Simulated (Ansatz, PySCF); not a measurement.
Caution: the highest occupied level lies above zero, so the state may not be bound. This triplet is an excited state, 0.78 eV above the relaxed singlet at the level frozen-core CCSD(T)/aug-cc-pVTZ // PBE-D3(BJ)/def2-SVPD (Ansatz, a first-principles code).

Cartesian coordinates (Å):
```xyz
5

B      1.0378    -0.3492     0.0399
B     -0.5795    -0.0801     0.0084
H      2.0577     0.3376    -0.0357
H     -1.0748     1.0569    -0.1192
H     -1.4412    -0.9652     0.1067
```
Charge -1, spin multiplicity 3.

Q: Predict the total energy and highest occupied spin orbital from PBE-D3(BJ)/def2-TZVPD // PBE-D3(BJ)/def2-SVPD (PySCF).

A: 
```yaml
total_energy: -51.3265 Ha
highest_occupied_spin_orbital: 1.83 eV
```
